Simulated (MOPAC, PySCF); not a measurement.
H4BGeN, SMILES `[BH2][Ge][NH2]` (lower singlet), neutral singlet in the gas phase. This singlet lies 0.82 eV below the relaxed triplet at the level frozen-core CCSD(T)/cc-pVTZ // PBE0-D3(BJ)/def2-TZVP (Ansatz).

Cartesian coordinates (Å):
SMILES: [BH2][Ge][NH2]
```xyz
7

B      1.4859    -0.0734     0.0369
Ge    -0.1965     0.3537     1.1834
N     -1.5166     0.0782    -0.0306
H      2.0023    -1.1577     0.0683
H      2.1182     0.7965    -0.4977
H     -1.4130    -0.2042    -0.9907
H     -2.4803     0.2068     0.2303
```
Charge 0, spin multiplicity 1.

All levels are single points at this geometry (PBE0-D3(BJ)/def2-TZVP); Pople sets use spherical d functions. Orbital energies aren't observables, and empty levels follow the basis.

PBE-D3(BJ)/def2-TZVP in PySCF gives gap (eV) = 1.90.

Task: Estimate the gap (eV) from each of these levels: PBE0-D3(BJ)/def2-TZVP in PySCF; B3LYP/3-21G in PySCF; B3LYP/6-311+G** (LANL2DZ on Ge) in PySCF; B3LYP/6-31G* in PySCF; B3LYP/LANL2DZ in PySCF; BP86/6-31G* in PySCF; PBE/6-31G* in PySCF; SVWN5/6-31G* in PySCF; HF/3-21G in PySCF; AM1 in MOPAC; PM3 in MOPAC; PM7 in MOPAC.

Result: 
```json
[
 {"level": "PBE0-D3(BJ)/def2-TZVP in PySCF", "gap (eV)": "3.82"},
 {"level": "B3LYP/3-21G in PySCF", "gap (eV)": "3.49"},
 {"level": "B3LYP/6-311+G** (LANL2DZ on Ge) in PySCF", "gap (eV)": "3.42"},
 {"level": "B3LYP/6-31G* in PySCF", "gap (eV)": "3.64"},
 {"level": "B3LYP/LANL2DZ in PySCF", "gap (eV)": "3.37"},
 {"level": "BP86/6-31G* in PySCF", "gap (eV)": "2.08"},
 {"level": "PBE/6-31G* in PySCF", "gap (eV)": "2.03"},
 {"level": "SVWN5/6-31G* in PySCF", "gap (eV)": "1.87"},
 {"level": "HF/3-21G in PySCF", "gap (eV)": "9.64"},
 {"level": "AM1 in MOPAC", "gap (eV)": "6.98"},
 {"level": "PM3 in MOPAC", "gap (eV)": "8.38"},
 {"level": "PM7 in MOPAC", "gap (eV)": "6.71"}
]
```
